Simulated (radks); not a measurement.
The cobalt ion Co2+ inside a hard spherical wall (all orbitals vanish at R), configuration held at [Ar] 3d7 and not refilled when levels cross. Method: non-relativistic Kohn-Sham, LDA (Slater exchange, Perdew-Wang correlation), spin-polarised, spherical densities, point nucleus; open shells are filled with parallel spins first; computed with a radial shooting solver on a logarithmic mesh with Libxc functionals. Eigenvalues in eV for spin up, with the zero of energy where the potential of the charges vanishes at infinity; a dash marks a level that is unbound or too diffuse for the functional's potential to be trusted. A positive occupied level is held by the wall or, in an anion where self-interaction has pushed it up, behind a barrier. The pressure on the wall is -dE/dV.

R (bohr),E (hartree),kinetic (hartree),e(2p),e(3s),e(3p),e(3d),"e(4s, empty)","e(4p, empty)",pressure (GPa)
free,-1379.20567,1377.639,-785.13,-119.71,-85.310,-28.756,-21.163,-14.860,0
20,-1379.20567,1377.639,-785.13,-119.71,-85.310,-28.756,-21.163,-14.860,< 0.0001
10,-1379.20567,1377.639,-785.13,-119.71,-85.310,-28.756,-21.163,-14.860,< 0.0001
8,-1379.20567,1377.639,-785.13,-119.71,-85.310,-28.756,-21.162,-14.848,< 0.0001
7,-1379.20566,1377.639,-785.13,-119.71,-85.309,-28.755,-21.154,-14.803,0.00113
3.5,-1379.16394,1377.934,-783.58,-118.45,-84.075,-27.493,-16.273,-7.039,18.5
3,-1379.07069,1378.463,-781.33,-116.72,-82.390,-25.652,-9.830,1.214,83.7
2,-1377.38581,1386.504,-760.63,-102.62,-67.964,-8.611,49.513,67.024,3140
1.5,-1370.21011,1415.239,-713.55,-69.343,-32.559,31.386,189.35,207.57,32400
